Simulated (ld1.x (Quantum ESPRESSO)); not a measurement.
## Configuration tests for manganese (RRKJ)

manganese (Mn), norm-conserving RRKJ (Kleinman–Bylander form), made with ld1.x (Quantum ESPRESSO) 7.5 (PW91, scalar-relativistic). Core [Ne], reference 3s2 3p6 3d5 4s2 4p0. Waves: 3s (bound): rc 1.25 bohr; 3p (bound): rc 0.85 bohr; 3d (bound): rc 0.90 bohr. Local part: all-electron potential smoothed inside 0.70 bohr (lloc = -2). Core correction: none. rho0 = 0.005.

Occupied shells without a wave of their own: 4s. They enter only through the test configuration that unscreens the potential.

Energies are relative to the spin-unpolarised reference configuration 3s2 3p6 3d5 4s2 4p0; without spin polarisation the order of configurations can differ from experiment. Not all tests gave a result: 1 of 7 tests not solved or not reliable. Left out of the table: 3s2 3p6 3d5 4s0 4p0 (pseudo-atom not self-consistent, printed error -94 meV).

```
valence configuration  charge  ΔE all-electron (eV)  error AE − PS (meV)
  3s2 3p6 3d4 4s0 4p0      +3                56.736                 -129
  3s2 3p5 3d5 4s2 4p0      +1                62.036                 +7.9
  3s2 3p6 3d4 4s2 4p1       0                 7.839                  +19
  3s1 3p6 3d5 4s2 4p0      +1                93.517                  +12
```

Question: What are ΔE and the potential's error for 3s2 3p6 3d5 4s1 4p1?

Answer: ΔE = 3.877 eV all-electron; the error (AE − PS) is -19 meV.

Question: What are ΔE and the potential's error for 3s2 3p6 3d5 4s1 4p0?

Answer: ΔE = 8.475 eV all-electron; the error (AE − PS) is -32 meV.

Levels in the configuration 3s2 3p6 3d5 4s1 4p0:

```csv
level,all-electron (eV),pseudo (eV)
3s,-94.122,-94.141
3p,-62.894,-62.911
3d,-14.997,-15.015
4s,-11.935,-11.975
```

ld1.x printed “convergence not achieved” for 6 of the counted tests; their residual had stalled under 1e-8, short of the target of 1e-14.
